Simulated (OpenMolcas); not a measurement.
# Cr4+: effect of the metal basis

Cr4+ with its 6 nearest chloride ions at 2.357 Å, on the Zr site of Cs2ZrCl6 (a = 10.407 Å, distance in the model lattice 2.446 Å). The rest of the host is ab initio model potentials to 7.6 Å and point charges beyond; the distance is set by hand and nothing relaxes.

* Program: OpenMolcas
* Method: CASSCF
* Spin-orbit coupling: RASSI with atomic mean-field integrals over the reference wave functions

Fixed: ligand basis ANO-RCC-VDZP, active space 2 electrons in 5 orbitals (3d), DKH2 Hamiltonian.

States (labels of O, the rotations of Oh). Energies in cm-1 above the lowest state or level, χT in cm3 K/mol; under a threefold ground state the first gap can be a small split of the lowest multiplet, not the spin-orbit step.

```tsv
Run	Metal basis	Ground state	First state of that spin	First gap with spin-orbit (degeneracies)	χT at 300 K	First state of another spin	Cost
A	ANO-RCC-VDZP	3T1	3T2 15294	5.8 (2, 3)	0.753	1T2 14274	roughly 40 core-seconds
B	ANO-RCC-VTZP	3T1	3T2 14865	5.9 (2, 3)	0.760	1T2 14599	roughly 20 core-seconds
```

Against A, the first state of the same spin changes by -2.8 % in B.

Costs are those of the RASSCF and RASSI steps.

An orbital triplet at a regular site is open to Jahn-Teller coupling, which can distort the site and quench the lowest spin-orbit gaps and is left out. Without dynamic correlation the repulsion within the d shell is too large (B by tens of per cent), so at a given field states of lower spin stand too high. Ligand-to-metal charge-transfer states are missing. With no ligand orbital active B as a rule stays too high, so bands that hang on it stand too high and its fall with covalency is understated. With metal d orbitals alone and no dynamic correlation the field as a rule comes out too small, by tens of per cent, by up to half for chloride and softer ligands. The least metal-like active orbital is 70 % on the metal (Löwdin) and no ligand orbital is active, so the numbers are rough (holds for A). The least metal-like active orbital is 73 % on the metal (Löwdin) and no ligand orbital is active, so the numbers are rough (holds for B). No measured value stands beside these numbers; the geometry was set by hand and not optimised.
